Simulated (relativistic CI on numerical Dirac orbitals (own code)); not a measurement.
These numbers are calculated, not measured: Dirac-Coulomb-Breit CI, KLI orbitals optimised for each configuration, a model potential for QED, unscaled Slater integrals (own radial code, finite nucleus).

The strongest absorption lines from the ground level of an ion, among the configurations computed and to levels below about 340 eV (vacuum wavelength in Å, gf): 39.758 (0.58), 39.909 (0.66), 40.120 (0.75), 40.182 (0.92), 40.563 (0.75), 57.049 (19), 57.474 (9.4), 57.542 (14).

(1) Which ion is it?
A. Yb25+
B. Er21+
C. Er23+
D. Er25+

## Answers

(1) C. Er23+ has 45 electrons and the ground level 4s2 4p6 4d9 2D_5/2; the strongest line goes to 4s2 4p6 4d8 4f 2F°_7/2. The pattern of lines fixes the number of electrons, and along that sequence the line energies rise steadily with the charge (about as its square where n changes within one kind of shell, about linearly where n is kept but much faster in heavy ions where fine structure, which grows about as Z⁴, sets the gap, and irregularly where shells cross), which fixes Z. Configurations outside the model, such as inner-shell arrays, can give stronger lines. At this charge energies of transitions that change n are usually good to better than 1 %, and those within a shell (Δn = 0) to a few per cent.

LS names give the leading component of a level, which can be under half, so a name can repeat, a term be missing and a line seem to break the LS rules.
